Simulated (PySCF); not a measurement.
Pb(F)(NH2) (FH2NPb), SMILES [NH2][Pb][F] (connectivity only; charge and spin as stated), neutral, multiplicity 1. Atoms are numbered in the order given.

```xyz
5

Pb     0.2606     0.0797     0.0000
F     -1.5207     1.1446     0.0000
N     -0.7853    -1.7650     0.0000
H     -1.7961    -1.7888     0.0000
H     -0.3882    -2.6935     0.0000
```

Geometry optimised at B3LYP-D3(BJ)/def2-TZVP. The def2 effective core potentials stand for the cores of Pb; spin–orbit coupling is left out. The values are those of a single conformer.

Calculation: TDDFT-B3LYP/def2-SVPD in PySCF.

Vertical excitations. Gas-phase values at a fixed geometry. State labels are in the subgroup Cs.

```tsv
state	symmetry	energy (eV)	λ (nm)	f	main pairs
S1	A'	4.35	285	0.064	HOMO→LUMO 96 %
S2	A"	4.83	257	0.047	HOMO−1→LUMO 98 %
S3	A"	5.11	243	0.003	HOMO→LUMO+1 100 %
S4	A"	5.85	212	0.006	HOMO−2→LUMO 93 %
S5	A"	5.98	207	0.034	HOMO→LUMO+2 92 %
S6	A'	6.13	202	0.009	HOMO−3→LUMO 77 %, HOMO−1→LUMO+1 20 %
S7	A"	6.38	194	0.000	HOMO−4→LUMO 98 %
S8	A'	6.50	191	0.107	HOMO−1→LUMO+1 69 %, HOMO−3→LUMO 17 %
S9	A"	6.53	190	0.058	HOMO→LUMO+3 96 %
S10	A"	7.33	169	0.009	HOMO−3→LUMO+1 98 %
T1	A'	3.05	407	0	HOMO→LUMO 99 %
T2	A"	4.07	305	0	HOMO−1→LUMO 98 %
T3	A"	4.98	249	0	HOMO→LUMO+1 95 %
T4	A"	5.54	224	0	HOMO→LUMO+2 88 %
```
Triplets are in the Tamm–Dancoff approximation, which puts them higher than full response would, so one can lie above its singlet here.
